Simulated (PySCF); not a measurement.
Zn(SeH)2 (H2Se2Zn), SMILES [SeH][Zn][SeH].

Geometry: B3LYP-D3(BJ)/def2-SVP. The structure was generated by enumeration; whether it is a known compound was not checked. The values are those of a single conformer.

The numbers are results of TDDFT-PBE/def2-SVPD in PySCF 2.14.0, not measurements.

Vertical excitations. 

Computed excitation energies, oscillator strengths and character:
```csv
state,energy (eV),λ (nm),f,main pairs
S1,4.08,304,0.021,HOMO→LUMO 100 %
S2,4.09,303,0.021,HOMO−1→LUMO 100 %
S3,4.71,263,0.000,"HOMO→LUMO+1 52 %, HOMO−1→LUMO+2 47 %"
S4,4.72,263,0.000,"HOMO−1→LUMO+1 50 %, HOMO→LUMO+2 49 %"
S5,4.85,256,0.013,"HOMO−1→LUMO+2 44 %, HOMO→LUMO+1 39 %, HOMO−2→LUMO 16 %"
S6,4.92,252,0.000,"HOMO→LUMO+2 47 %, HOMO−1→LUMO+1 45 %"
S7,5.40,230,0.015,"HOMO−1→LUMO+3 53 %, HOMO→LUMO+4 38 %, HOMO−2→LUMO 9 %"
S8,5.47,227,0.003,"HOMO→LUMO+3 65 %, HOMO−1→LUMO+4 29 %"
S9,5.52,225,0.014,"HOMO−1→LUMO+4 67 %, HOMO→LUMO+3 31 %"
S10,5.53,224,0.017,"HOMO→LUMO+4 57 %, HOMO−1→LUMO+3 42 %"
T1,3.78,328,0,HOMO→LUMO 100 %
T2,3.78,328,0,HOMO−1→LUMO 100 %
T3,4.44,279,0,"HOMO−1→LUMO+1 49 %, HOMO→LUMO+2 49 %"
T4,4.47,277,0,"HOMO→LUMO+1 49 %, HOMO−1→LUMO+2 46 %"
```
Triplets are in the Tamm–Dancoff approximation, which puts them higher than full response would, so one can lie above its singlet here.
